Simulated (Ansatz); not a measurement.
Coupled-cluster diagnostics for the cluster Cs₂F (the lowest doublet isomer of a short search), Ansatz.

Geometry of the doublet (PBE0-D4/def2-TZVP):

| atom | x (Å) | y (Å) | z (Å) |
| --- | --- | --- | --- |
| Cs1 | -1.462 | -0.541 | 1.747 |
| Cs2 | 1.737 | 0.976 | -1.229 |
| F3 | -0.276 | -0.435 | -0.518 |

In the def2 sets Cs takes a core potential; there is no spin–orbit coupling. Correlated methods freeze 1 core orbital; core or outer-core shells of Cs are correlated, in sets that lack core-valence functions. In the quartet geometry the species has come apart into loosely held pieces. The structure comes from a short search, and lower isomers may exist.

Geometry of the charge 0 quartet (PBE0-D4/def2-TZVP):

```xyz
3

Cs   -3.087    0.155   -0.937
Cs    1.879   -0.283    2.612
F     1.208    0.128   -1.675
```

**Question.** Estimate the CCSD(T) correlation energy, the shares of MP2 and (T), T1 and the reference's ⟨S²⟩ for: charge 0, doublet, own geometry in def2-TZVPP; charge 0, doublet, own geometry in def2-TZVPD; charge 0, quartet, own geometry in def2-TZVPP; charge 1, singlet, vertical in def2-TZVPP; charge -1, singlet, vertical in def2-TZVPD; and the rough time on 4 threads of AMD EPYC 7571 on a shared host.

**Answer.** 
| state | basis | correlation (eV) | MP2 share (%) | (T) share (%) | T1 | ⟨S²⟩ (pure) | wall time | remarks |
| --- | --- | --- | --- | --- | --- | --- | --- | --- |
| charge 0, doublet, own geometry | def2-TZVPP | -16.097 | 93.4 | 2.7 | 0.020 | 0.75 (0.75) | 23 s | – |
| charge 0, doublet, own geometry | def2-TZVPD | -13.930 | 95.8 | 2.4 | 0.022 | 0.75 (0.75) | 22 s | – |
| charge 0, quartet, own geometry | def2-TZVPP | -14.460 | 90.5 | 2.3 | 0.015 | 3.75 (3.75) | 18 s | – |
| charge 1, singlet, vertical | def2-TZVPP | -15.826 | 93.4 | 2.7 | 0.009 | 0.00 (0.00) | 4.3 s | – |
| charge -1, singlet, vertical | def2-TZVPD | -14.639 | 94.7 | 2.9 | 0.029 | 0.00 (0.00) | 36 s | HOMO above zero, large T1, restricted SCF unstable |
Customary marks for T1 are 0.02 (closed shells), 0.045 (open shells) and about 0.05 (3d metals). T1 exceeds 0.02 in 3 of 5 rows and 0.045 in 0; the higher it lies, the less the single-reference result can be trusted.
